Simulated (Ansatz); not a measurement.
`CB(S)Br` + H₂ → `CBS` + HBr at 700 K and 1 bar (hydrogenolysis of a B–Br bond).

Gas-phase electronic energies from Ansatz, PBE0-D4/def2-TZVP geometries. CCSD(T)/CBS is the MP2 limit (def2-TZVPP, def2-QZVPP) plus CCSD(T) − MP2 in def2-TZVPP, frozen cores. This one scheme is used for every species. For Br outer-core shells are correlated without core-valence functions, which leaves a few kJ/mol of doubt a bond. Scalar relativity is left out up to krypton. Each species was taken in one conformer, which may not be the lowest.

```csv
species,CCSD(T)/CBS energy (Eh),H − E (kJ/mol),S (J/(mol·K))
`CB(S)Br`,-3036.42757,197.2,423.2
H₂,-1.17544,46.8,155.3
`CBS`,-463.66090,209.1,366.5
HBr,-2573.91920,36.5,223.7
```

H − E and S are ideal-gas, rigid-rotor, harmonic terms from PBE0-D4/def2-TZVP, for one conformer and one mirror image of each species. The MP2-based limit puts H₂ 0.8 mEh under its directly extrapolated value; such offsets cancel only in part. 1 Eh = 2625.50 kJ/mol, R = 8.31446 J/(mol·K).

Problem. By hand: ΔE, ΔH, ΔS and ΔG.

Solution. ΔE = (-463.66090) + (-2573.91920) − (-3036.42757) − (-1.17544) = 0.02291 Eh = 60.2 kJ/mol. Δ(H − E) = 209.1 + 36.5 − 197.2 − 46.8 = 1.6, so ΔH = 61.8 kJ/mol. ΔS = 366.5 + 223.7 − 423.2 − 155.3 = 11.7 J/(mol·K). ΔG = 61.8 − 700 × (11.7)/1000 = 53.6 kJ/mol.

Problem. By hand: the equilibrium constant, and the temperature at which ΔG would vanish if ΔH and ΔS stayed fixed.

Solution. log₁₀ K = −ΔG/(RT ln 10) = -4.0. ΔG = 0 at ΔH/ΔS = 5282 K, far beyond where these terms or the molecules hold.

The number of gas molecules stays the same, so ΔS is small and ΔH decides. A doubt of 5 kJ/mol in ΔE shifts log₁₀ K by 0.4 here. Other conformers and mirror images would add mixing entropy, several J/(mol·K) or more a flexible species. These are equilibria of isolated gas molecules and say nothing of rates. Largest T1 diagnostic: 0.013 (customary marks: 0.02 for closed shells, 0.045 for open ones).
